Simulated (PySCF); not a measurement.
## Two-dimensional NMR puzzle

Compound of formula C₉H₂₀O₄. Correlations simulated from computed shifts and the bond graph:

HSQC (one-bond C–H):
```tsv
δH	δC
3.60	59.1
1.17	16.5
```

COSY cross peaks (H two or three bonds apart, from the bond graph; peaks can be absent where the dihedral angle is near 90°):
```tsv
δH	δH
3.60	1.17
```

HMBC (two and three bonds, from the bond graph):
```tsv
δH	δC
3.60	120.1, 16.5
1.17	59.1
```

Carbons without hydrogens: δ 120.1.

All values are calculated (PySCF): σ from GIAO-PBE0/pcSseg-1, geometry from PBE0-D3(BJ)/def2-SVP. Non-relativistic, equivalent nuclei averaged, a single conformation, no solvent.

Chemical shifts δ = σref − σ; 1H (σref 31.27), 13C (σref 184.41) against TMS, all at this level.

Exchangeable hydrogens are left out of these lists.

**Question.** Work out the connectivity.

**Answer.** tetraethyl orthocarbonate (SMILES O(C(OCC)(OCC)OCC)CC).

Numbering as in the mapped SMILES `[CH3:1][CH2:2][O:3][C:4]([O:5][CH2:6][CH3:7])([O:8][CH2:9][CH3:10])[O:11][CH2:12][CH3:13]`. Each H is labelled by its parent atom.

δC 120.1 is C4, an sp3 carbon bearing two oxygens. δC 59.1 is C2/C6/C9/C12, an sp3 CH2 bonded to O (δH 3.60). δC 16.5 is C1/C7/C10/C13, a methyl carbon (δH 1.17). HMBC from δH 3.60 reaches the proton-free carbon C4. COSY links 3.60–1.17.

This is the structure that produced the data.

Shifts are as computed. Against solution values, carbons near 30 ppm lie about +2 ppm off and those near 130 ppm about +5 ppm. Of 1313 compounds with measured shifts, 239 miss one by over three times the rms of a fit or turn the order of signals round; such compounds aren't used in these exercises.
